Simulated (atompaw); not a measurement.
# PBEsol PAW (atompaw) dataset for Zn, scalar-relativistic all-electron reference.

```json
{"Element": "Zn (Z = 30)", "Generator": "atompaw 4.2.0.5", "Type": "PAW", "Functional": "PBEsol", "Relativity": "scalar-relativistic", "Frozen core": "[Ar]", "Valence charge": "12", "Reference configuration": "3d10 4s2 4p0", "Partial waves": "4s (bound): rc 1.65 bohr; 4s channel at 0.35 Ry: rc 3.00 bohr; 4p (bound, empty): rc 3.00 bohr; 4p channel at 0.3 Ry: rc 3.00 bohr; 3d (bound): rc 1.30 bohr; 3d channel at 2.6 Ry: rc 1.30 bohr", "Local potential": "troulliermartins scheme with l = 3 at 0 Ry, radius 2.10 bohr", "Core correction": "smooth core density matched at 2.45 bohr", "Augmentation charge": "gaussian compensation charge, radius 2.50 bohr; PAW radius 3.00 bohr; waves and projectors: custom rrkj gramschmidtortho"}
```

All-electron outer shells of the reference configuration (PBEsol, scalar-relativistic, ld1.x):

| shell | level (eV) | outermost node (bohr) | outermost maximum (bohr) |
| --- | --- | --- | --- |
| 3s | -128.92 | 0.28 | 0.59 |
| 3p | -83.26 | 0.25 | 0.59 |
| 3d | -10.17 | – | 0.56 |
| 4s | -6.00 | 0.85 | 2.09 |
| 4p | -1.07 | 0.92 | 3.04 |

Calculated quality:

- Cutoffs needed: 70 Ry and 120 Ry (the cutoffs (Ry, on a coarse ladder) from which the occupation-weighted sum of valence levels, in a spherical-Bessel basis at the reference potential, stays within 10 and 1 mRy of its value at 400 Ry)
- Ghost test: no extra level below or beside the all-electron valence levels (s, p, d, f tested) (spherical-Bessel basis up to 400 Ry, 20 bohr box)
- Lowest eigenvalue of the overlap operator: 0.00 (s channel)
- Overlap eigenvalues printed by atompaw (projector basis): 0.00111, 0.0197, 0.0821, 0.085, 5.42, 10.9
- Share of each valence orbital outside the PAW sphere: 4s 31 %, 4p 70 %, 3d 1 %

Generation and tests took about 5.9 s on one core of a shared server CPU.
